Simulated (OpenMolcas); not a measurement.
**Ag3+ in a point-charge field**

Ag3+ among 2 point charges of -2.5 e arranged as a linear pair (D∞h), 1.94 Å from the ion.

```
Program             : OpenMolcas 26.06
Method              : CASSCF
Basis               : ANO-RCC-VDZP [6s5p3d1f]
Scalar Hamiltonian  : DKH2, point nucleus
Active space        : 8 electrons in 5 orbitals (4d)
State averaging     : 2S+1 = 3 even, 10 roots; 2S+1 = 1 even, 15 roots
Spin-orbit coupling : state interaction with AMFI integrals over the reference wave functions
```

The lowest spin-free states (labels by Λ), above the lowest:

```tsv
State	Degeneracy	E (cm-1)	Free-ion L (%)
3Π	2	0.0	F (73)
3Σ	1	2335	F (90)
1Σ	1	7091	G (60)
3Δ	2	8259	F (100)
1Π	2	12110	G (72)
3Φ	2	14848	F (100)
1Δ	2	16509	D (78)
3Π	2	23553	P (73)
1Σ	1	25930	D (49)
1Δ	2	26074	G (78)
1Π	2	29479	D (72)
1Φ	2	35068	G (100)
3Σ	1	42486	P (90)
1Γ	2	49394	G (100)
1Σ	1	66927	S (85)
```

The lowest levels with spin-orbit coupling:

```json
{"E (cm-1)": "0.0", "Degeneracy": "1", "2S+1": "3", "g": ""}
{"E (cm-1)": "424.5", "Degeneracy": "2", "2S+1": "3", "g": "0.00 0.00 2.47"}
{"E (cm-1)": "530.3", "Degeneracy": "2", "2S+1": "3", "g": "0.00 0.00 5.90"}
{"E (cm-1)": "3268", "Degeneracy": "1", "2S+1": "3", "g": ""}
{"E (cm-1)": "5578", "Degeneracy": "2", "2S+1": "3", "g": "0.00 0.00 3.41"}
{"E (cm-1)": "5940", "Degeneracy": "1", "2S+1": "3 (86 %)", "g": ""}
{"E (cm-1)": "8094", "Degeneracy": "2", "2S+1": "3", "g": "0.00 0.00 7.92"}
{"E (cm-1)": "10224", "Degeneracy": "2", "2S+1": "3", "g": "0.00 0.00 4.05"}
{"E (cm-1)": "10706", "Degeneracy": "1", "2S+1": "1 (81 %)", "g": ""}
{"E (cm-1)": "11814", "Degeneracy": "2", "2S+1": "3 (79 %)", "g": "0.00 0.00 0.51"}
{"E (cm-1)": "14026", "Degeneracy": "2", "2S+1": "3", "g": "0.00 0.00 10.00"}
{"E (cm-1)": "15406", "Degeneracy": "2", "2S+1": "1 (76 %)", "g": "0.00 0.00 1.64"}
{"E (cm-1)": "16817", "Degeneracy": "2", "2S+1": "1 (59 %)", "g": "0.00 0.00 3.34"}
{"E (cm-1)": "17440", "Degeneracy": "2", "2S+1": "3", "g": "0.00 0.00 6.08"}
{"E (cm-1)": "22182", "Degeneracy": "2", "2S+1": "3 (66 %)", "g": "0.00 0.00 2.90"}
{"E (cm-1)": "24730", "Degeneracy": "2", "2S+1": "3 (81 %)", "g": "0.00 0.00 5.60"}
{"E (cm-1)": "24743", "Degeneracy": "2", "2S+1": "3 (84 %)", "g": "0.00 0.00 2.01"}
{"E (cm-1)": "25553", "Degeneracy": "1", "2S+1": "3 (77 %)", "g": ""}
{"E (cm-1)": "26721", "Degeneracy": "1", "2S+1": "3", "g": ""}
{"E (cm-1)": "29296", "Degeneracy": "2", "2S+1": "1 (84 %)", "g": "0.00 0.00 4.23"}
```

Powder χT (cm3 K/mol): 0.0185 at 2 K, 0.0927 at 10 K, 0.463 at 50 K, 0.927 at 100 K, 1.75 at 200 K, 2.22 at 300 K. The effective moment at 300 K is 2.828 √(χT) = 4.21 μB.

The lowest level has 2S+1 = 3, for which the spin-only value is χT = S(S+1) / 2 = 1.000 cm3 K/mol (g = 2). The computed 2.217 at 300 K differs by +1.217, through orbital momentum, spin-orbit coupling and any other state in reach.

Spin-orbit coupling mixes the spin-free states strongly: the lowest level takes only 62 % from its leading state, 3Π. Without dynamic correlation the repulsion within the d shell is too large (B by tens of per cent), so at a given field states of lower spin stand too high. Real 4d8 and 5d8 ions are as a rule square planar and diamagnetic. This is an electrostatic model: the charges have no orbitals. No measured value stands beside these numbers.

With an even number of electrons the g values are those of a degenerate or nearly degenerate non-Kramers pair.
